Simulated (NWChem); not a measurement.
System: C3H6O; SMILES C1COC1

The following NWChem deck was run.

```
start job
memory heap 200 mb stack 900 mb global 1100 mb
geometry units angstroms noautoz
  C      0.000000     0.000000     1.067013
  C      0.000000     1.025267    -0.073890
  O      0.000000     0.000000    -1.062901
  C      0.000000    -1.025267    -0.073890
  H      0.894540     0.000000     1.704708
  H     -0.894540     0.000000     1.704708
  H     -0.895206     1.670225    -0.137585
  H      0.895206     1.670225    -0.137585
  H      0.895206    -1.670225    -0.137585
  H     -0.895206    -1.670225    -0.137585
end
basis spherical
  * library def2-svp
end
dft
  xc b3lyp
  iterations 150
  vectors input atomic output neutral.movecs
end
task dft energy
charge 1
dft
  odft
  mult 2
  vectors input atomic output cation.movecs
end
task dft energy
```

All runs use the structure optimised with PBE0/def2-SVP.

Ions are spin-unrestricted doublets at the neutral geometry; other ion states weren't tried.

Task: What results follow from this input? (B3LYP/def2-SVP, vertical spin-unrestricted ions.) Quantities: vertical ionisation energy, ΔSCF (eV); −ε(HOMO) (eV).

Result: 
- vertical ionisation energy, ΔSCF (eV): 9.49
- −ε(HOMO) (eV): 6.71
